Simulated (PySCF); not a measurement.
# Adding and removing an electron: TlO

UHF-SCS-MP2; Tl aug-cc-pVDZ-PP with ECP60, O aug-cc-pVDZ; scalar-relativistic core potentials (PySCF 2.14). Neutral (UHF): doublet (π ↑), Re = 2.209 Å, ωe = 455 cm⁻¹, De = 3.05 eV.

TlO⁻ (RHF): singlet (closed shell), Re = 2.051 Å, ωe = 578 cm⁻¹. The energies at the minima are -246.58358 hartree for TlO and -246.66492 for TlO⁻.

Problem. Work out the adiabatic electron affinity, without and with harmonic zero-point energies (1 hartree = 27.2114 eV, 1 eV = 8065.5 cm⁻¹), and the change of the bond length.

Solution. At SCS-MP2: 0.08134 hartree = 2.213 eV between the minima; the zero-point term (455.0 − 578.0)/2 cm⁻¹ = -0.008 eV makes it 2.206 eV. Re changes by -15.8 pm against the neutral. The electron enters a π orbital, and the shorter bond of the ion fits a bonding orbital, or a change in how ionic the bond is.

Correlated steps freeze 5 core orbitals. Correlated levels converge slowly with the basis: in double zeta they bind strong bonds too weakly, by up to about 1 eV, and carry superposition errors of some tenths. Spin–orbit coupling is left out, which matters for elements this heavy, above all for dissociation energies. States were picked by a PBE0 search and need not be the measured ground states.

Neutral and ion stand on different kinds of reference determinant, which adds to the error of the difference.
